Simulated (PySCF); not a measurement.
Several molecules and their computed UV-vis stick spectra, shuffled. Level of theory: TDDFT CAM-B3LYP/def2-SVPD, vertical, gas phase, core orbitals frozen in the response in PySCF. Geometries: GFN2-xTB; one conformer of each isolated species. Triplets are in the Tamm–Dancoff approximation.

A. `CC/C=N\C`
B. `C=CN(C)C`
C. `C[P@@](=O)(CO)C(F)(F)F`

Lowest singlet levels (six at most, fewer where fewer were computed) with oscillator strengths:

1. 6.93 eV (f 0.004); 7.55 eV (f 0.016); 7.86 eV (f 0.008); 8.16 eV (f 0.069); 8.28 eV (f 0.004); 8.42 eV (f 0.012); T1 6.56 eV
2. 4.83 eV (f 0.001); 6.69 eV (f 0.016); 7.52 eV (f 0.005); 7.64 eV (f 0.063); 7.75 eV (f 0.210); 7.96 eV (f 0.008); T1 4.06 eV
3. 5.45 eV (f 0.059); 6.13 eV (f 0.181); 6.26 eV (f 0.059); 6.47 eV (f 0.096); 7.13 eV (f 0.011); 7.37 eV (f 0.016); T1 4.04 eV

Question: Which spectrum belongs to which structure?

Answer: 1 = C, 2 = A, 3 = B.
- A: S1 at 4.83 eV, HOMO→LUMO (97%); Löwdin shares by element: HOMO nitrogen 57%, carbon 30% or more; LUMO carbon 42% or more, nitrogen 32%, hydrogen 7% or more (atoms not listed hold the other 20%); HOMO -8.22 and LUMO 1.13 eV.
- B: S1 at 5.45 eV, HOMO→LUMO (92%); Löwdin shares by element: HOMO carbon 47% or more, nitrogen 34% (atoms not listed hold the other 19%); LUMO carbon 47% or more, hydrogen 8% or more (atoms not listed hold the other 45%); HOMO -6.95 and LUMO 1.31 eV.
- C: S1 at 6.93 eV, HOMO→LUMO (75%), HOMO→LUMO+1 (16%); Löwdin shares by element: HOMO oxygen 56%, carbon 16% or more, phosphorus 13%; LUMO carbon 27% or more, oxygen 16% or more, phosphorus 9% (atoms not listed hold the other 48%); HOMO -9.66 and LUMO 0.74 eV.
